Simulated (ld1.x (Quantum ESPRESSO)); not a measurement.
## Rb (Z = 37), TM: configuration errors across variants

| Property | Result |
| --- | --- |
| Element | Rb |
| Generator | ld1.x (Quantum ESPRESSO) 7.5 |
| Type | norm-conserving Troullier–Martins (Kleinman–Bylander form) |
| Functional | PBE |
| Relativity | scalar-relativistic |
| Frozen core | [Ar] 3d10 |
| Valence charge | 9 |
| Reference configuration | 4s2 4p6 4d1 5s0 5p0 |
| Partial waves | 4s (bound): rc 1.80 bohr; 4p (bound): rc 1.65 bohr; 4d (bound): rc 4.20 bohr |
| Local potential | all-electron potential smoothed inside 2.05 bohr (lloc = -1) |
| Core correction | Bessel-smoothed model core inside 0.95 bohr |

All-electron excitation energies from the reference (eV): (1) 4s2 4p6 4d0 5s1 5p0 -2.240; (2) 4s2 4p6 4d0 5s0 5p0 1.914; (3) 4s2 4p6 4d0 5s0.5 5p0 -0.662; (4) 4s2 4p6 4d0 5s0 5p1 -0.720; (5) 4s2 4p5 4d0 5s1 5p0 18.900; (6) 4s1 4p6 4d0 5s1 5p0 35.495; (7) 4s2 4p6 4d0.5 5s0.5 5p0 -1.123.

2 further variants failed, have other tests or another functional or relativity, and are left out.

A true bound ghost makes a file unfit for plane-wave use even where its test errors are small: the radial tests pick states by their node count and pass the ghost by.

Errors AE − PS in meV (a dash: test not solved or not reliable):

```csv
change,(1),(2),(3),(4),(5),(6),(7),bound ghosts
base,-3.4,+2.2,-1.4,+0.5,+13,-15,-1.6,d
local potential all-electron potential smoothed inside 3.98 bohr (lloc = -1),-649,+1.4,-439,-139,-1850,-2072,-342,none
wave 4d (bound): rc 4.20 bohr becomes 4d (bound): rc 2.56 bohr,-3.0,+0.5,-1.8,-0.7,-10,-43,-1.5,none
wave 4s (bound): rc 1.80 bohr becomes 4s (bound): rc 1.62 bohr,-12,+2.2,-7.3,+0.4,-16,-31,-6.4,d
core correction none,-3.1,+2.2,-1.3,+0.5,+12,+1.7,-1.5,d
"all radii but the core radius scaled by about 0.75 (s 1.34, p 1.24, d 3.14 bohr); local potential all-electron potential smoothed inside 1.54 bohr (lloc = -1)",+27,+0.4,+19,+3.3,+93,+110,+15,none
```

Task: Give the same row for: wave 4p (bound): rc 1.65 bohr becomes 4p (bound): rc 1.72 bohr.

Result: -3.3, +2.2, -1.4, +0.6, +13, -12, -1.6; bound ghosts: d.
